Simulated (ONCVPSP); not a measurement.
**What one change does to a pseudopotential (lead, ONCV)**

lead, optimised norm-conserving Vanderbilt (ONCV), made with ONCVPSP 4.0.1 (PBEsol, scalar-relativistic). Core [Kr] 4d10 4f14, reference 5s2 5p6 5d10 6s1.5 6p2.5. Waves: 5s+6s: rc 1.45 bohr, ncon 4, nbas 8, qcut 6.7 1/bohr, 2 projectors; 5p+6p: rc 1.40 bohr, ncon 3, nbas 8, qcut 8.5 1/bohr, 2 projectors; 5d: rc 1.75 bohr, ncon 4, nbas 8, qcut 10.4 1/bohr, 2 projectors, debl 2.7 Ha. Local part: polynomial inside 1.10 bohr (lpopt 5, dvloc0 6 Ha). Core correction: Teter function fitted to the true core (icmod 2), fcfact 0.55.

Change: p: rc 0.92; local potential polynomial inside 0.92 bohr (lpopt 5, dvloc0 6 Ha).

Cutoffs: the cutoffs (Ha) at which the residual kinetic energy of the hardest occupied pseudo-wave falls to 1 and 0.1 mHa per electron; they do not see the model core or the augmentation charge, which bear on the density cutoff. Errors are all-electron minus pseudo energies relative to the spin-unpolarised reference configuration.

Question: Predict the effect on cutoff, ghosts and configuration errors.

Answer: The potential gets harder (28 Ha and 70 Ha → 164 Ha and 328 Ha); of the 4 tests that both files solve, the error grows in 0 and shrinks in 2 by more than 15 % and 0.3 meV (median size 5.3 → 2.8 meV); the range in which the s phases agree narrows (upper end at the end of the scan → 3.1); neither file shows a bound ghost. A smaller radius makes the pseudo-wave follow the all-electron one further in, where it bends more sharply, so more plane waves are needed.

```tsv
quantity	base	changed
cutoff, loose	28 Ha	164 Ha
cutoff, tight	70 Ha	328 Ha
loose cutoff by channel	s 22 Ha, p 19 Ha, d 28 Ha	s 22 Ha, p 164 Ha, d 28 Ha
bound ghosts	none	none
GHOST(+) flags under 300 eV	none	s at 101.9 eV
error for 5s2 5p6 5d10 6s2 6p2, meV [ΔE -4.34 eV]	+0.2	+0.5
error for 5s2 5p6 5d10 6s2 6p1, meV [ΔE 2.26 eV]	-2.4	-0.9
error for 5s2 5p6 5d10 6s2 6p0, meV [ΔE 15.71 eV]	-8.3	-4.8
error for 5s2 5p6 5d9 6s2 6p3, meV [ΔE 14.95 eV]	-12	-12
s: phases at 1.47 bohr within 0.05 rad from the reference energy up to (Ha; the scan ends near 5)	to the end of the scan	3.1
d: phases at 1.77 bohr within 0.05 rad from the reference energy up to (Ha; the scan ends near 5)	to the end of the scan	to the end of the scan
rms error of d²Exc/dni dnj with the model core, mHa	1.38	1.49
```
